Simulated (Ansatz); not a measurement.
Geometry optimisation, Ansatz, RKS PBE-D4/def2-SVP.

Input:

```yaml
crystal:
  periodic: [false, false, false]
  atoms:
    - { symbol: Si, position_ang: [-0.62251, 1.4435, -0.59687] }
    - { symbol: Al, position_ang: [1.00854, -0.25382, 0.00387] }
    - { symbol: B, position_ang: [0.52992, -2.09842, 0.89552] }
    - { symbol: Cl, position_ang: [-1.13167, -1.64434, 0.91122] }
    - { symbol: H, position_ang: [-1.65436, 1.02505, -1.5778] }
    - { symbol: H, position_ang: [-1.41848, 2.00539, 0.52239] }
    - { symbol: H, position_ang: [0.00444, 2.63053, -1.22306] }
    - { symbol: H, position_ang: [2.53093, 0.05291, -0.28932] }
    - { symbol: H, position_ang: [0.75318, -3.1608, 1.35405] }
basis:
  gaussian: { orbitals: def2-SVP }
hamiltonian:
  xc: pbe
  dispersion: d4
relax:
  f_tol: 0.015
  max_steps: 40
```

Command:

```bash
$ ansatz run input.yaml --threads 2 --pin off --max-ram 3072MiB --backend cpu --events-out ev --progress --plain --runs-dir out
```

Question: Where does it end, and by what steps?

Answer: The run converged. After 25 steps the energy has fallen by 0.748 eV; Cl4 moved furthest, 1.64 Å. Parted: Al2–Cl4.

```json
{"step": "0", "energy less start (eV)": "0.0000", "largest force component (eV/Å)": "2.566", "accepted": "yes"}
{"step": "1", "energy less start (eV)": "-0.4716", "largest force component (eV/Å)": "0.789", "accepted": "yes"}
{"step": "2", "energy less start (eV)": "-0.6137", "largest force component (eV/Å)": "0.401", "accepted": "yes"}
{"step": "3", "energy less start (eV)": "-0.6242", "largest force component (eV/Å)": "0.186", "accepted": "yes"}
{"step": "4", "energy less start (eV)": "-0.6445", "largest force component (eV/Å)": "0.141", "accepted": "yes"}
{"step": "5", "energy less start (eV)": "-0.6461", "largest force component (eV/Å)": "0.078", "accepted": "yes"}
{"step": "6", "energy less start (eV)": "-0.6527", "largest force component (eV/Å)": "0.049", "accepted": "yes"}
{"step": "7", "energy less start (eV)": "-0.6556", "largest force component (eV/Å)": "0.052", "accepted": "yes"}
{"step": "8", "energy less start (eV)": "-0.6522", "largest force component (eV/Å)": "0.446", "accepted": "no"}
{"step": "9", "energy less start (eV)": "-0.6613", "largest force component (eV/Å)": "0.080", "accepted": "yes"}
{"step": "10", "energy less start (eV)": "-0.6662", "largest force component (eV/Å)": "0.169", "accepted": "yes"}
{"step": "11", "energy less start (eV)": "-0.6727", "largest force component (eV/Å)": "0.381", "accepted": "yes"}
{"step": "12", "energy less start (eV)": "-0.6827", "largest force component (eV/Å)": "0.424", "accepted": "yes"}
{"step": "13", "energy less start (eV)": "-0.6979", "largest force component (eV/Å)": "0.417", "accepted": "yes"}
{"step": "14", "energy less start (eV)": "-0.7215", "largest force component (eV/Å)": "0.174", "accepted": "yes"}
{"step": "15", "energy less start (eV)": "-0.7354", "largest force component (eV/Å)": "0.129", "accepted": "yes"}
{"step": "16", "energy less start (eV)": "-0.7347", "largest force component (eV/Å)": "0.325", "accepted": "no"}
{"step": "17", "energy less start (eV)": "-0.7409", "largest force component (eV/Å)": "0.076", "accepted": "yes"}
{"step": "18", "energy less start (eV)": "-0.7447", "largest force component (eV/Å)": "0.047", "accepted": "yes"}
{"step": "19", "energy less start (eV)": "-0.7445", "largest force component (eV/Å)": "0.241", "accepted": "no"}
{"step": "20", "energy less start (eV)": "-0.7466", "largest force component (eV/Å)": "0.040", "accepted": "yes"}
{"step": "21", "energy less start (eV)": "-0.7477", "largest force component (eV/Å)": "0.069", "accepted": "yes"}
{"step": "22", "energy less start (eV)": "-0.7474", "largest force component (eV/Å)": "0.118", "accepted": "no"}
{"step": "23", "energy less start (eV)": "-0.7481", "largest force component (eV/Å)": "0.062", "accepted": "yes"}
{"step": "24", "energy less start (eV)": "-0.7484", "largest force component (eV/Å)": "0.018", "accepted": "yes"}
{"step": "25", "energy less start (eV)": "-0.7484", "largest force component (eV/Å)": "0.011", "accepted": "yes"}
```

```xyz
9
Properties=species:S:1:pos:R:3
Si -0.579 1.497 -0.826
Al 0.979 -0.144 0.164
B 0.244 -2.054 0.734
Cl -0.480 -2.091 2.353
H -1.529 0.860 -1.811
H -1.430 2.094 0.272
H 0.111 2.641 -1.529
H 2.484 0.312 0.505
H 0.199 -3.115 0.137
```

Run time: 45 s on 2 threads of Arm Neoverse V1, on a shared host, peak memory 0.15 GiB.
